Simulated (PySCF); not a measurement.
ClSi, SMILES [Si]Cl (connectivity only; charge and spin as stated), neutral, multiplicity 2. Geometry: B3LYP-D3(BJ)/def2-TZVPD.

Level of theory: PySCF with B3LYP-D3(BJ)/def2-TZVPD.

Harmonic wavenumbers (cm⁻¹): 508. Rotational constants (GHz): 7.422 (linear); symmetry number 1.

Problem. Work out the zero-point energy and the ideal-gas rigid-rotor harmonic-oscillator thermochemistry at 298.15 K and 1 atm.

Solution. ZPE = ½ Σ hcν = ½ × 508 cm⁻¹ = 3.04 kJ/mol. H − E(el) = 12.29 kJ/mol. Entropy in J/(mol K): translation 160.52, rotation 64.27, vibration 2.67, spin 5.76, total 233.22. G − E(el) = -57.25 kJ/mol. Cp = 34.25 J/(mol K).
